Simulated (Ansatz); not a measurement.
This geometry of BrH + Cl3H2NSi (9 atoms, charge 0, multiplicity 1) is a first-order saddle point.

These are results of RKS B3LYP-D4/def2-SVP (Ansatz 0.2.0), not measurements.

```xyz
9
Properties=species:S:1:pos:R:3
Si 0.098 -0.123 0.066
N 0.128 -0.195 1.934
H -0.815 -0.211 2.339
H 0.639 0.598 2.336
Cl 1.887 0.368 -0.770
Cl -0.989 1.664 -0.042
Cl -1.149 -1.479 -0.798
Br 1.580 -2.588 1.110
H 0.669 -1.141 2.096
```

(1) Which two structures does it join? (They come from a converged band through this point; their orientation in space is the band's.)

(2) How far does it lie above each of them?

Results:

(1) Bonds broken: Br8–H9. Bonds formed: Si1–Br8, N2–H9. BrH + Cl3H2NSi becomes BrCl3H3NSi.

Initial state:

```xyz
9
Properties=species:S:1:pos:R:3
Si -0.134 0.257 0.057
N 0.064 -0.060 1.745
H -0.777 -0.275 2.279
H 0.663 0.576 2.270
Cl 1.738 0.419 -0.752
Cl -1.171 1.995 -0.339
Cl -1.176 -1.315 -0.737
Br 1.792 -2.978 1.882
H 1.050 -1.726 1.865
```

Final state:

```xyz
9
Properties=species:S:1:pos:R:3
Si 0.563 -0.235 0.062
N -0.248 -0.474 2.035
H -1.202 -0.106 2.075
H 0.322 0.027 2.722
Cl 1.363 -0.002 -1.877
Cl 0.139 1.795 0.415
Cl -1.037 -1.496 -0.466
Br 2.418 -1.154 1.009
H -0.271 -1.463 2.297
```

(2) 0.65 eV above the first and 0.79 eV above the second. This is the barrier of this one path; another mechanism may lie lower. The orbitals stay closed-shell, which can raise the energy where a bond breaks towards radicals; this wasn't checked here.

Time of the run: 5.4 min on 4 threads of Arm Neoverse V2, on a shared host, peak memory 0.41 GiB.
